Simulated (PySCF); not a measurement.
# Electron correlation in Zr⁺ (zirconium, charge +1)

[Kr] 4d2 5s1, high-spin 4F determinant. Computed with PySCF 2.14 in def2-QZVPPD with the def2 core potential (28 electrons) (7s5p4d3f2g, 81 functions), with scalar relativity through the core potential. Frozen: 4s2 4p6; 3 electrons correlated.

```json
{"level": "CCSD", "correlation energy (mhartree)": "-16.22"}
{"level": "(T)", "correlation energy (mhartree)": "-0.15"}
{"level": "CCSD(T)", "correlation energy (mhartree)": "-16.37"}
```

Diagnostics: T1 = 0.0046, D1 = 0.0101, largest double amplitude 0.028.

Cost of the coupled-cluster step: roughly 5 core-seconds, for 3 correlated electrons.
